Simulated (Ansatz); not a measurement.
`O[SiH2]C(O)(F)F`, charge 0, multiplicity 1.

Task: Give a relaxed structure at PBE0-D4/def2-TZVP (the Gaussian-basis code of Ansatz). (Estimate.)

Result: The calculation gave: 
Z-matrix (Å, degrees):
```
Si
C 1 1.927
O 1 1.637 2 110.1
H 1 1.476 2 109.2 3 117.7
H 1 1.484 2 104.8 3 -121.8
F 2 1.379 1 109.3 3 56.4
O 2 1.349 1 112.7 3 -65.9
F 2 1.371 1 110.5 3 170.4
H 3 0.959 1 118.1 2 -58.1
H 7 0.968 2 109.0 1 178.8
```
This is one stationary point; other conformers may exist.
